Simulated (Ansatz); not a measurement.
This Ansatz (an electronic-structure program) input (MP2/aug-pcseg-3) gives -508.30769 Eh with 357 basis functions. A basis named .json is the Basis Set Exchange file of that set (core-valence sets with the plain set on hydrogen).

Ansatz 0.2 input:
```yaml
crystal:
  periodic: [false, false, false]
  atoms:
    - {symbol: N, position_ang: [0.55685683, 0.02161044, -0.19175326]}
    - {symbol: N, position_ang: [0.40574844, -0.64288824, 0.65990994]}
    - {symbol: S, position_ang: [-1.87386511, 2.63310897, -1.47859402]}
    - {symbol: H, position_ang: [-0.72463011, 1.97204286, -1.68805493]}
    - {symbol: H, position_ang: [-1.29059094, 3.50015215, -0.63543362]}
basis:
  gaussian:
    orbitals: aug-pcseg-3
magnetization: {spin_polarized: false}
correlation: {method: mp2, electrons: outside_noble_gas}
```

Change:
```diff
- orbitals: aug-pcseg-3
+ orbitals: pcseg-4.json
```

What does the run give now?

-508.32727 Eh (MP2/pcseg-4, 429 functions), a change of -19.58 mEh.
